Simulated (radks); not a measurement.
The numbers below are computed, except where a source is named.
Q: Valence configurations of the nitrogen ion N+ (all share [He]). Level of theory: scalar-relativistic Kohn-Sham, PBE, spin-polarised, spherical densities, finite nucleus; open shells are filled with parallel spins first; Fermi nuclear charge, rms radius 2.5582 fm (a radial shooting solver on a logarithmic mesh with Libxc functionals). Order these by energy: 2s0.5 2p3.5; 2s2 2p2; 2s1.5 2p2.5; 2p4; 2s1 2p3.

A: From the lowest, in eV above it: 2s2 2p2 0.000; 2s1.5 2p2.5 3.469; 2s1 2p3 5.632; 2s0.5 2p3.5 15.148; 2p4 23.493. NIST lists [He] 2s2 2p2 as the ground configuration; this level of theory agrees among the configurations tried. The energies are those of spherical high-spin densities, not of single terms.
